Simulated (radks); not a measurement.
The numbers below are computed, except where a source is named.
How relativity changes the ionisation of neutral caesium ([Xe] 6s1) to Cs+ ([Xe]). Spin-unpolarised spherical Kohn-Sham, BLYP, point nucleus unless stated (finite: rms radius 4.8041 fm), a radial shooting solver on a logarithmic mesh with Libxc functionals. A level marked "c x" has the speed of light scaled by that factor.

level                        E(Cs) (hartree)  E(Cs+) (hartree)  IE (eV)   HOMO  <r> HOMO (bohr)
non-rel.                          -7556.7018        -7556.5648    3.727     6s            5.817
scalar-rel.                       -7787.6291        -7787.4865    3.883     6s            5.615
scalar-rel., finite nucleus       -7787.3330        -7787.1903    3.882     6s            5.615
Dirac                             -7790.9771        -7790.8345    3.882  6s1/2            5.617
Dirac, finite nucleus             -7790.6798        -7790.5372    3.882  6s1/2            5.617
Dirac, c x 3                      -7580.9192        -7580.7817    3.742  6s1/2            5.797
Dirac, c x 5                      -7565.3729        -7565.2358    3.732  6s1/2            5.810
Dirac, c x 10                     -7558.8647        -7558.7276    3.728  6s1/2            5.816

NIST Atomic Spectra Database: 3.894 eV (measured). The relativistic part of the total energy of Cs is -234 hartree (Dirac, finite nucleus), 3.1 % of the non-relativistic value. Spin polarisation and multiplet splitting of open shells are left out at every level.

Beside tabulated values, note that relativity, absent from the non-relativistic runs, is large for the heavy elements, and spin-unpolarised runs miss the spin-polarisation part of the exchange energy of open shells.
